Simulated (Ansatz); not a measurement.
All values below come from frozen-core CCSD(T)/cc-pVTZ // PBE0-D3(BJ)/def2-TZVP (Ansatz, an electronic-structure program).

Ansatz 0.2 input:
```yaml
crystal:
  periodic: [false, false, false]
  atoms:
    - { symbol: C, position_ang: [-1.020539, -0.194882, 0.102262] }
    - { symbol: N, position_ang: [0.011322, 0.397555, -0.679967] }
    - { symbol: C, position_ang: [1.29449, 0.293571, -0.209972] }
    - { symbol: O, position_ang: [1.719777, -0.671843, 0.389911] }
    - { symbol: H, position_ang: [-1.595177, 0.619566, 0.567409] }
    - { symbol: H, position_ang: [-0.634278, -0.845953, 0.892392] }
    - { symbol: H, position_ang: [-1.717777, -0.729744, -0.546692] }
    - { symbol: H, position_ang: [1.94218, 1.131728, -0.515343] }
basis:
  gaussian: { orbitals: cc-pVTZ }
correlation:
  method: ccsd_t
magnetization:
  spin_polarized: true
  initial_magnetization: 1
```

Output:

```
Functional definition: HF
1022 factors; integrals over basis functions are off by at most 8.3e-4 eV
mean field evaluation 1: about -5639.8674 eV, gradient 2.6e1 eV
mean field evaluation 2: about -5639.8714 eV, gradient 2.6e1 eV
mean field evaluation 4: about -5643.4449 eV, gradient 4.3e0 eV
mean field evaluation 8: about -5643.7140 eV, gradient 4.6e-1 eV
mean field evaluation 16: about -5643.7432 eV, gradient 2.5e-6 eV
mean field evaluation 32: about -5642.8057 eV, gradient 6.7e0 eV
mean field evaluation 64: about -5641.6235 eV, gradient 3.1e0 eV
mean field evaluation 96: about -5642.2245 eV, gradient 4.6e-1 eV
mean field -5643.74316572 eV, -207.4037358738 hartree, gradient 7.1e-6 eV, S^2 0.871426; 4 other end points of the search recorded, 0 dependent functions left out
determinant -5643.74316572 eV, -207.4037358738 hartree, with singles and doubles -5664.44894337 eV, -208.1646591673 hartree
determinant -5642.22500288 eV, -207.3479444185 hartree, with singles and doubles -5663.12239705 eV, -208.1159094895 hartree
determinant -5641.95268603 eV, -207.3379369589 hartree, with singles and doubles -5662.84074851 eV, -208.1055590966 hartree
4 core orbitals not correlated
reference -5643.74316572 eV, -207.4037358738 hartree; 12, 11 occupied and 160, 161 virtual orbitals, 1022 factors
second order -19.54103744 eV of doubles, -0.00000000 eV of singles
cycle   1  -20.48591460 eV  change    -1.8e0 eV  update   2.7e-2
cycle   2  -20.53893203 eV  change   -5.3e-2 eV  update   7.0e-3
cycle   3  -20.53775157 eV  change    1.2e-3 eV  update   4.2e-3
cycle   4  -20.54119365 eV  change   -3.4e-3 eV  update   2.9e-3
cycle   5  -20.54512300 eV  change   -3.9e-3 eV  update   2.3e-3
cycle   6  -20.54811751 eV  change   -3.0e-3 eV  update   1.8e-3
cycle   7  -20.54923543 eV  change   -1.1e-3 eV  update   1.2e-3
cycle   8  -20.54867441 eV  change    5.6e-4 eV  update   7.4e-4
cycle   9  -20.54780996 eV  change    8.6e-4 eV  update   3.4e-4
cycle  10  -20.54768056 eV  change    1.3e-4 eV  update   1.9e-4
cycle  11  -20.54781533 eV  change   -1.3e-4 eV  update   1.2e-4
cycle  12  -20.54779439 eV  change    2.1e-5 eV  update   8.4e-5
cycle  13  -20.54786384 eV  change   -6.9e-5 eV  update   5.1e-5
cycle  14  -20.54785832 eV  change    5.5e-6 eV  update   3.1e-5
cycle  15  -20.54785780 eV  change    5.2e-7 eV  update   1.7e-5
perturbative correction -0.86881281 eV, -0.0319282818 hartree
Total energy: -5665.15983634 eV, -208.1907840021 hartree
```

Cost: very roughly 2.8 core-minutes.
